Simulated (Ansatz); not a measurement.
`[F][Y]([F])[F]` and `[OH][Y]([F])[F]` differ in one atom or group.

Ansatz, PBE0-D4/def2-TZVP geometries, multiplicity 1. Each molecule was computed in one conformer, which needn't be the lowest.

Elements past krypton have def2 core potentials.

```json
{"property": "HOMO–LUMO gap (PBE0/def2-TZVPP) / eV", "`[F][Y]([F])[F]`": "8.18"}
{"property": "zero-point energy (PBE0-D4/def2-TZVP) / kJ/mol", "`[F][Y]([F])[F]`": "12.4"}
{"property": "LUMO energy (B3LYP/def2-TZVPP) / eV", "`[F][Y]([F])[F]`": "-2.77"}
{"property": "HOMO–LUMO gap (B3LYP/def2-TZVPP) / eV", "`[F][Y]([F])[F]`": "7.51"}
{"property": "size of the dipole moment (PBE/def2-TZVPP) / D", "`[F][Y]([F])[F]`": "0.00"}
{"property": "HOMO–LUMO gap (PBE/def2-TZVPP) / eV", "`[F][Y]([F])[F]`": "5.47"}
```

**Question.** What does the change do to each property? (An estimate is asked.)

**Answer.** Ansatz gave: 
| property | `[OH][Y]([F])[F]` | shift |
| --- | --- | --- |
| HOMO–LUMO gap (PBE0/def2-TZVPP) / eV | 6.83 | -1.35 |
| zero-point energy (PBE0-D4/def2-TZVP) / kJ/mol | 40.8 | 28.4 |
| LUMO energy (B3LYP/def2-TZVPP) / eV | -2.38 | 0.39 |
| HOMO–LUMO gap (B3LYP/def2-TZVPP) / eV | 6.20 | -1.31 |
| size of the dipole moment (PBE/def2-TZVPP) / D | 2.29 | 2.29 |
| HOMO–LUMO gap (PBE/def2-TZVPP) / eV | 4.37 | -1.10 |

With PBE0 the HOMO rises by 1.72 eV and the LUMO rises by 0.37 eV, so the gap narrows by about 1.35 eV. PBE moves the HOMO by 1.47 eV and ωB97M-V by 1.74 eV. The zero-point energy changes by 28.4 kJ/mol with +3 modes.

B3LYP here is the variant with VWN-RPA as its local correlation; programs differ in this.
